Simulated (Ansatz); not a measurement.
Isolated molecules relaxed with PBE0-D4/def2-TZVP in Ansatz; ΔE leaves out vibrations. CCSD(T)/CBS adds triple-zeta CCSD(T) − MP2 to the extrapolated MP2 energy (def2 sets, frozen cores). This one scheme is used for every species. DFT in def2-TZVPP. HSE06 is defined as in plane-wave codes. Each species was taken in one conformer, which may not be the lowest.

Consider the hydrogenolysis of the Al–Si bond: `[NH2][Al]([SiH3])[SiH2]O` + H₂ → `[NH2][AlH][SiH2]O` + SiH₄.

```json
{"level": "B97M-V", "ΔE (kJ/mol)": "-20.1"}
{"level": "HSE06-D4", "ΔE (kJ/mol)": "-1.1"}
{"level": "LC-ωPBE", "ΔE (kJ/mol)": "-13.9"}
{"level": "CCSD/def2-SVP", "ΔE (kJ/mol)": "-24.8"}
```

Problem. What does CCSD(T)/CBS give? (Estimate.)

Solution. The calculation gave: -9.9 kJ/mol. The listed levels differ from it by -10.2, 8.8, -4.0, -14.9 kJ/mol.

Problem. What do rigid-rotor, harmonic-oscillator terms from PBE0-D4/def2-TZVP frequencies (298.15 K, 1 bar) make of the CCSD(T)/CBS value? (Best estimate.)

Solution. The calculation gave: ΔZPE = +8.2 kJ/mol, ΔH = -7.5 kJ/mol, ΔS = 0 J/(mol·K), ΔG = -7.6 kJ/mol. Modes under 50 cm⁻¹ make the entropy rough.

Largest T1 diagnostic among the species: 0.013.

In def2-TZVPP, CCSD(T) changes the Hartree–Fock value by +30.3 kJ/mol (the triples alone add +5.5 kJ/mol) and MP2 by +28.9 kJ/mol. The D4 term adds +8.1 kJ/mol with B3LYP and +4.8 kJ/mol with PBE0; it sums over pairs of atoms, weighted by their polarisabilities, and B3LYP, whose exchange is more repulsive, gets the larger term. At CCSD(T), def2-SVP lies −11.1 kJ/mol from the extrapolated value and def2-TZVPP −2.0 kJ/mol.

B3LYP here is the variant with VWN-RPA as its local correlation; programs differ in this.
